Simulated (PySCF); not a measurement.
## C₆ coefficients of unlike pairs at TPSS

Calculated with PySCF 2.14 from the dipole response of each species, C₆(A,B) = (3/π) ∫ α_A(iu) α_B(iu) du, in atomic units, from isotropic polarisabilities. For ions this is the dispersion term alone; charge-induced terms of lower order in 1/R come first.

| species | configuration | basis | relativity | α (bohr³) | C₆ (like pair) |
| --- | --- | --- | --- | --- | --- |
| Sc | [Ar] 3d1 4s2 (2D) | aug-cc-pVQZ-DK (9s8p6d4f3g2h) | spin-free X2C | 136.5 | 1740 |
| Fe | [Ar] 3d6 4s2 (5D) | aug-cc-pVTZ-DK (8s7p5d3f2g) | spin-free X2C | 64.95 | 590.3 |
| Sn³⁺ | [Kr] 4d10 5s1 (2S) | aug-cc-pwCVDZ-PP with ECP28MDF (6s5p4d1f) | core potential | 8.937 | 32.46 |
| Ru³⁺ | [Kr] 4d5 (6S) | def2-QZVPPD with the def2 core potential (28 electrons) (7s5p4d4f2g) | core potential | 5.088 | 23.35 |

(1) Estimate C₆ for Sn³⁺ with Sc.

No spin-orbit coupling is included.

The other pairs:

```json
{"pair": "Ru³⁺, Sn³⁺", "C₆": "26.49"}
{"pair": "Fe, Sc", "C₆": "994.1"}
{"pair": "Ru³⁺, Sc", "C₆": "127.3"}
{"pair": "Ru³⁺, Fe", "C₆": "86.70"}
{"pair": "Sn³⁺, Fe", "C₆": "122.1"}
```

Results:

(1) The integral gives 188.6. The combination rule 2 C_A C_B / (C_A α_B/α_A + C_B α_A/α_B) gives 185.2 and the geometric mean 237.6.
